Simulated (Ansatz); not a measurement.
Relaxation of the cluster Sn₄⁺ with UKS B3LYP-D4/def2-SVP.

```sh
$ ansatz run in.yaml --threads 4 --pin off --events-out ev --progress --plain --max-ram 4787MiB
```

```yaml
crystal:
  periodic: [false, false, false]
  atoms:
    - {symbol: Sn, position_ang: [0.638800, -0.204890, 1.300540]}
    - {symbol: Sn, position_ang: [0.020020, 2.421030, 0.373830]}
    - {symbol: Sn, position_ang: [-0.018500, -2.421450, -0.371960]}
    - {symbol: Sn, position_ang: [-0.640330, 0.205310, -1.302410]}
basis:
  gaussian: {orbitals: def2-SVP}
total_charge: 1
magnetization: {spin_polarized: true, initial_magnetization: 1}
hamiltonian: {xc: {name: B3LYP}, dispersion: d4}
scf: {lower_state_search: "off"}
output: {orbitals: {seedname: orbitals}}
relax: {f_tol: 0.02, max_steps: 100}
```

Run time 16 s (4 threads of Arm Neoverse V2 on a shared host).

Positions (Å) and forces (eV/Å) at steps 1, 2, 3, 4 of 4:

```xyz
4
step=1 energy=-23329.5120 eV
Sn    0.639   -0.205    1.301    0.108   -0.037    0.219
Sn    0.020    2.421    0.374    0.004    0.816    0.120
Sn   -0.018   -2.421   -0.372   -0.008   -0.812   -0.129
Sn   -0.640    0.205   -1.302   -0.103    0.033   -0.210
4
step=2 energy=-23329.5518 eV
Sn    0.624   -0.200    1.271    0.056   -0.017    0.114
Sn    0.021    2.585    0.398   -0.004   -0.431   -0.067
Sn   -0.020   -2.585   -0.398    0.003    0.430    0.066
Sn   -0.625    0.200   -1.271   -0.055    0.018   -0.112
4
step=3 energy=-23329.5857 eV
Sn    0.634   -0.203    1.290    0.028   -0.009    0.057
Sn    0.020    2.513    0.387    0.000    0.037    0.005
Sn   -0.020   -2.513   -0.387    0.000   -0.037   -0.006
Sn   -0.634    0.203   -1.290   -0.028    0.009   -0.057
4
step=4 energy=-23329.5861 eV
Sn    0.636   -0.204    1.295    0.000    0.000    0.000
Sn    0.020    2.516    0.387    0.000    0.001    0.000
Sn   -0.020   -2.516   -0.387    0.000   -0.001    0.000
Sn   -0.636    0.204   -1.295    0.000    0.000    0.000
```

In the def2 sets Sn takes a core potential; there is no spin–orbit coupling. The relaxation made no stability test and no search for a lower SCF solution. The structure comes from a short search, and lower isomers may exist.
